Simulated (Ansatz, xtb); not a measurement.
## Two structures of BH6O3P

Structure I is a singlet given by its coordinates and structure II is `[BH3-][P+](O)(O)O`, a singlet. Both are isolated molecules in the gas phase, relaxed with PBE0-D4/def2-SVP; the shapes shown needn't be the lowest conformers.

I (Å):

```tsv
atom	x (Å)	y (Å)	z (Å)
B	0.7503	1.2942	1.2147
O	0.1225	0.5272	0.0530
O	-0.3557	2.3727	1.2726
O	-2.5849	3.0375	0.4349
P	-1.4545	1.8749	0.2847
H	0.0088	-0.4056	0.2616
H	1.8134	1.8084	0.9182
H	0.7464	0.6231	2.2403
H	-2.1941	0.7274	0.6375
H	-1.3258	1.9533	-1.1073
H	-2.5462	3.4625	1.3015
```

Close contacts (Å): B1–O2 1.53, B1–O3 1.55, B1–P5 2.46, O2–P5 2.09, O3–P5 1.56, O4–P5 1.63, B1–H7 1.22, B1–H8 1.23, O2–H6 0.96, O4–H11 0.97, P5–H9 1.41, P5–H10 1.40.

II (Å):

```yaml
atoms:
  - { symbol: B, position_ang: [-2.2915, 0.3449, 0.6764] }
  - { symbol: O, position_ang: [0.3867, -0.0001, -0.5191] }
  - { symbol: O, position_ang: [0.4168, 0.3439, 1.9272] }
  - { symbol: O, position_ang: [-0.4162, -1.8481, 1.0724] }
  - { symbol: P, position_ang: [-0.5329, -0.2587, 0.7688] }
  - { symbol: H, position_ang: [-2.2652, 1.5300, 0.4058] }
  - { symbol: H, position_ang: [-2.6791, 0.1019, 1.8147] }
  - { symbol: H, position_ang: [-2.8274, -0.3662, -0.1608] }
  - { symbol: H, position_ang: [1.3095, -0.2628, -0.3934] }
  - { symbol: H, position_ang: [-0.0562, 0.4592, 2.7617] }
  - { symbol: H, position_ang: [-1.2108, -2.3099, 0.7721] }
```

Quicker runs give these differences E(II) − E(I): GFN2-xTB +4.0 kcal/mol; HF/STO-3G −16.3 kcal/mol (at GFN2-xTB geometries); r2SCAN-D4/def2-SVP −5.4 kcal/mol (at GFN2-xTB geometries).

Q: Which of the two would you expect CCSD(T)/def2-SVP + ΔMP2/def2-TZVPP electronic energies to favour?

A: CCSD(T)/def2-SVP + ΔMP2/def2-TZVPP gives E(II) − E(I) = −3.6 kcal/mol, favouring structure II, but this leans on the basis-set step: CCSD(T) alone gives 0.0 kcal/mol.

How the difference moves with the method:

```tsv
level	geometry	E(II) − E(I) (kcal/mol)	departure from the last row (kcal/mol)	job, with rough time for the two
GFN2-xTB	GFN2-xTB	+4.0	+7.7	optimisation, 0.19 s
HF/STO-3G	GFN2-xTB	−16.3	−12.7	single point, 0.24 s
r2SCAN-D4/def2-SVP	GFN2-xTB	−5.4	−1.8	single point, 3.5 s
PBE0-D4/def2-SVP	PBE0-D4/def2-SVP	−4.7	−1.1	optimisation, 63 s
HF/def2-SVP	PBE0-D4/def2-SVP	0.0	+3.6	part of the CCSD(T) run
MP2/def2-SVP	PBE0-D4/def2-SVP	0.0	+3.6	part of the CCSD(T) run
CCSD(T)/def2-SVP	PBE0-D4/def2-SVP	0.0	+3.6	single point
CCSD(T)/def2-SVP + ΔMP2/def2-TZVPP	PBE0-D4/def2-SVP	−3.6		single point, 25 s
```

GFN2-xTB puts the two in the other order. HF/def2-SVP, MP2/def2-SVP, CCSD(T)/def2-SVP find them nearly level. The largest departure from CCSD(T)/def2-SVP + ΔMP2/def2-TZVPP is that of HF/STO-3G, 12.7 kcal/mol. The last row adds to CCSD(T) the change of the MP2 difference between the two basis sets, here −3.6 kcal/mol, a large step that makes the value less sure.

With harmonic frequencies from PBE0-D4/def2-SVP (ideal gas, rigid rotor, one conformer each, 298.15 K, 1 atm): the zero-point term adds −1.7 kcal/mol; ΔH is −4.6 and ΔG −5.8 kcal/mol.

The correlated steps freeze 9 core orbitals. Programs: Ansatz 0.2.0, xtb 6.7.1; the last row on 2 threads of Arm Neoverse V2 on a shared host.
